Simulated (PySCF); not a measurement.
## Ni6+ by CASSCF and spin-orbit coupling

The free ion Ni6+ in its d4 configuration.

Method (PySCF 2.14, density fitting): CASSCF(4,5) with orbitals averaged over all microstates of the shell, strongly contracted NEVPT2 on the averaged canonical orbitals; basis x2c-TZVPall; spin-free X2C; gas phase; spin-orbit coupling by state interaction with the mean-field operator over all roots.

Spin-free states:

| 2S+1 | deg. | free-ion term | CASSCF / cm⁻¹ | NEVPT2 / cm⁻¹ |
| --- | --- | --- | --- | --- |
| 5 | 5 | 5D 1.00 | 0 | 0 |
| 3 | 11 | 3H 1.00 | 32797 | 32797 |
| 3 | 3 | 3P 1.00 | 36695 | 34050 |
| 3 | 7 | 3F 1.00 | 37714 | 35471 |
| 3 | 9 | 3G 1.00 | 41341 | 39194 |
| 1 | 9 | 1G 1.00 | 51971 | 48182 |
| 3 | 5 | 3D 1.00 | 53302 | 48270 |
| 1 | 13 | 1I 1.00 | 49196 | 48969 |
| 1 | 1 | 1S 1.00 | 60579 | 52748 |
| 1 | 5 | 1D 1.00 | 64722 | 61282 |
| 1 | 7 | 1F 1.00 | 74826 | 69602 |
| 3 | 7 | 3F 1.00 | 88361 | 82488 |
| 3 | 3 | 3P 1.00 | 89380 | 82557 |
| 1 | 9 | 1G 1.00 | 100066 | 94388 |
| 1 | 5 | 1D 1.00 | 135159 | 124425 |
| 1 | 1 | 1S 1.00 | 175172 | 161434 |

Energies are counted from the ground state at NEVPT2 level. Weights follow the labels.

## Ligand-field fit

| cm⁻¹ | CASSCF | NEVPT2 |
| --- | --- | --- |
| B | 1709 | 1546 |
| C | 6491 | 6244 |

Spin-orbit constant ζ = 962 cm⁻¹.

## Spin-orbit levels

```json
{"E / cm⁻¹": "0.0", "deg.": "1", "J": "0", "make-up": "1.00 5D"}
{"E / cm⁻¹": "278.0", "deg.": "3", "J": "1", "make-up": "1.00 5D"}
{"E / cm⁻¹": "806.7", "deg.": "5", "J": "2", "make-up": "1.00 5D"}
{"E / cm⁻¹": "1548.0", "deg.": "7", "J": "3", "make-up": "1.00 5D"}
{"E / cm⁻¹": "2465.7", "deg.": "9", "J": "4", "make-up": "1.00 5D"}
{"E / cm⁻¹": "32605.4", "deg.": "1", "J": "0", "make-up": "0.98 3P"}
{"E / cm⁻¹": "33480.9", "deg.": "9", "J": "4", "make-up": "0.96 3H"}
{"E / cm⁻¹": "34121.1", "deg.": "11", "J": "5", "make-up": "0.98 3H"}
{"E / cm⁻¹": "34291.3", "deg.": "3", "J": "1", "make-up": "0.99 3P"}
{"E / cm⁻¹": "34793.8", "deg.": "13", "J": "6", "make-up": "0.99 3H"}
```

Only the lowest levels are listed: 62 of 210 states.

## Magnetism

The lowest spin-orbit level is 1-fold with J = 0; the next lies at 278.0 cm⁻¹. μeff is 2.70 μB at 300 K and 0.55 μB at 10 K; the free-ion value g_J√(J(J+1)) for the Hund's-rule level J = 0 is 0.00 μB.

```tsv
T / K	χT / cm³ K mol⁻¹	μeff / μB
2	0.007	0.24
5	0.019	0.39
10	0.038	0.55
20	0.075	0.78
30	0.113	0.95
50	0.188	1.23
75	0.286	1.51
100	0.385	1.75
150	0.563	2.12
200	0.702	2.37
250	0.815	2.55
300	0.914	2.70
```

Powder magnetisation at 2 K: 0.00 μB at 0.5 T, 0.01 μB at 1 T, 0.01 μB at 2 T, 0.02 μB at 3 T, 0.03 μB at 5 T, 0.05 μB at 7 T.

Measured levels beside the computed ones:

```tsv
level	computed / cm⁻¹	measured / cm⁻¹
5D J = 0	0	0
5D J = 1	278	279
5D J = 2	807	804
5D J = 3	1548	1520
5D J = 4	2466	2392
3P J = 0	32605	30077
3H J = 4	33481	31672
3P J = 1	34291	31836
3H J = 5	34121	32286
3H J = 6	34794	32877
```

Source of the measured levels: Corliss and Sugar, J. Phys. Chem. Ref. Data 10, 197 (1981).

The job took 6 s on one thread of Arm Neoverse V1 (shared host), with 48 basis functions, launched as `OMP_NUM_THREADS=1 python lf_run.py task.json out`.
